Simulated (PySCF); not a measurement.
## Deuteron quadrupole couplings in `C=C([S-])c1ccccc1`

Species: C8H7S (charge -1).
Z-matrix (Å and degrees, GFN2-xTB geometry), rows numbered from 1:
```
C 
C   1  1.3395
S   2  1.7187  1  126.46
C   2  1.4759  1  122.35  3   180.00
C   4  1.3948  2  120.82  1    91.91
C   5  1.3809  4  120.91  2   176.42
C   6  1.3863  5  120.32  4     0.11
C   7  1.3863  6  119.35  5    -0.29
C   8  1.3809  7  120.33  6     0.34
H   1  1.0775  2  121.47  3    -0.03
H   1  1.0823  2  121.27  3  -179.95
H   5  1.0821  4  118.83  2    -3.08
H   6  1.0843  5  119.90  4   179.85
H   7  1.0833  6  120.31  5   179.89
H   8  1.0840  7  119.74  6  -180.00
H   9  1.0819  4  118.81  2     3.05
```

Level: PBE0/pcSseg-1 (PySCF, non-relativistic); Q(2H) = 0.00286 b; rigid geometry, the same for H and D, with no vibrational averaging.

**Question.** Rank these positions by the coupling χzz of a deuteron there, largest first.
A. H11 (hydrogen on carbon)
B. H13 (aromatic hydrogen)
C. H10 (hydrogen on carbon)

**Answer.** C (234 kHz), A (229 kHz), B (220 kHz).

**Question.** Give the electric field gradient Vzz (the principal value of largest size), its asymmetry and the 2H coupling at each hydrogen.

**Answer.** 
| atom | bonded to | bond length (Å) | Vzz (au) | η | χzz (kHz) |
| --- | --- | --- | --- | --- | --- |
| H10 | C1 | 1.078 | 0.3481 | 0.08 | 234 |
| H11 | C1 | 1.082 | 0.3405 | 0.10 | 229 |
| H12 | C5 | 1.082 | 0.3256 | 0.06 | 219 |
| H13 | C6 | 1.084 | 0.3266 | 0.06 | 220 |
| H14 | C7 | 1.083 | 0.3299 | 0.08 | 222 |
| H15 | C8 | 1.084 | 0.3271 | 0.06 | 220 |
| H16 | C9 | 1.082 | 0.3260 | 0.06 | 219 |

Isolated species at its GFN2-xTB geometry (one conformer only). The pcSseg-1 basis has no diffuse functions, a weakness for an anion. GFN2-xTB bond lengths can be off by several hundredths of an ångström, more for odd bonds, and the gradients follow them. The small basis limits the accuracy of the gradients.
